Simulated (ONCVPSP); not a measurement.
## B: excitation energies, all-electron against ONCV

* Element: B
* Generator: ONCVPSP 4.0.1
* Type: optimised norm-conserving Vanderbilt (ONCV)
* Functional: PBEsol
* Relativity: scalar-relativistic
* Frozen core: [He]
* Valence charge: 3
* Reference configuration: 2s2 2p1
* Partial waves: 2s: rc 1.30 bohr, ncon 4, nbas 8, qcut 5.9 1/bohr, 1 projector; 2p: rc 3.75 bohr, ncon 3, nbas 8, qcut 4.3 1/bohr, 1 projector; d scattering state at 0.18 Ha: rc 3.35 bohr, ncon 4, nbas 7, qcut 2.7 1/bohr, 2 projectors, debl 2.3 Ha
* Local potential: polynomial inside 0.85 bohr (lpopt 2, dvloc0 6 Ha)
* Core correction: Teter function, fcfact 3.75, rcfact 1.75

Energies are relative to the spin-unpolarised reference configuration 2s2 2p1; without spin polarisation the order of configurations can differ from experiment.

| valence configuration | charge | ΔE all-electron (eV) | error AE − PS (meV) |
| --- | --- | --- | --- |
| 2s1 2p0 | +2 | 33.401 | +463 |
| 2s2 2p0.5 | +0.5 | 2.855 | +25 |
| 2s1 2p2 | 0 | 5.819 | -39 |

**Question.** What are ΔE and the potential's error for 2s2 2p0?

**Answer.** ΔE = 8.139 eV all-electron; the error (AE − PS) is +167 meV.
